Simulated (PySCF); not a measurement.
Constitutional and geometric isomers with formula C4H8Si. Gas-phase values, no solvent. One relaxed conformer stands for each flexible species; it need not be the lowest. Strings in code marks are SMILES.

These are B3LYP-D3(BJ)/def2-TZVP (PySCF 2.14.0) values and carry that method's errors. All candidates: neutral, multiplicity 1. B3LYP has the VWN-RPA correlation part, as in Gaussian. Excitations are Tamm–Dancoff values on a coarser integration grid. The basis has no diffuse functions, so Rydberg states are missing or too high.

```yaml
T1 excitation (TDA): 4.82 eV
brightest of the four lowest singlets (TDA): 6.06 eV
LUMO: -0.07 eV
```

Q: Name which member has these values.
A. `C1CC12C[SiH2]2`
B. `C=CC[SiH]=C` (C–C–C–Si torsion -104°, C–C–Si–C torsion -114°)
C. `C[C@@H]1CC1=[SiH2]`
D. `C=C=CC[SiH3]`

A: A, `C1CC12C[SiH2]2`. The others give `C[C@@H]1CC1=[SiH2]`: 2.51 eV, 5.13 eV, -1.24 eV; `C=C=CC[SiH3]`: 4.50 eV, 6.85 eV, -0.13 eV; `C=CC[SiH]=C` (C–C–C–Si torsion -104°, C–C–Si–C torsion -114°): 2.84 eV, 5.05 eV, -1.14 eV
